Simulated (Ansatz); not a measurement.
Start from `C[NH][SnH2][CH]=O` and change one atom or group to get `C[NH][SnH2][F]`.

Ansatz, PBE0-D4/def2-TZVP geometries, multiplicity 1. Each molecule was computed in one conformer, which needn't be the lowest.

Elements past krypton have def2 core potentials.

| property | `C[NH][SnH2][CH]=O` |
| --- | --- |
| HOMO energy (B3LYP/def2-TZVPP) / eV | -6.08 |
| HOMO energy (ωB97M-V/def2-TZVPP) / eV | -8.50 |
| HOMO–LUMO gap (PBE0/def2-TZVPP) / eV | 4.82 |
| HOMO–LUMO gap (ωB97M-V/def2-TZVPP) / eV | 9.28 |
| LUMO energy (PBE0/def2-TZVPP) / eV | -1.45 |
| HOMO–LUMO gap (B3LYP/def2-TZVPP) / eV | 4.36 |

(1) What does the change do to each property? (Estimate.)

## Answers

(1) The calculation gave: 
| property | `C[NH][SnH2][F]` | shift |
| --- | --- | --- |
| HOMO energy (B3LYP/def2-TZVPP) / eV | -6.78 | -0.70 |
| HOMO energy (ωB97M-V/def2-TZVPP) / eV | -9.35 | -0.85 |
| HOMO–LUMO gap (PBE0/def2-TZVPP) / eV | 6.76 | 1.94 |
| HOMO–LUMO gap (ωB97M-V/def2-TZVPP) / eV | 10.66 | 1.38 |
| LUMO energy (PBE0/def2-TZVPP) / eV | -0.24 | 1.21 |
| HOMO–LUMO gap (B3LYP/def2-TZVPP) / eV | 6.22 | 1.86 |

With PBE0 the HOMO falls by 0.73 eV and the LUMO rises by 1.21 eV, so the gap widens by about 1.94 eV. PBE moves the HOMO by -0.66 eV and ωB97M-V by -0.85 eV.

B3LYP here is the variant with VWN-RPA as its local correlation; programs differ in this.
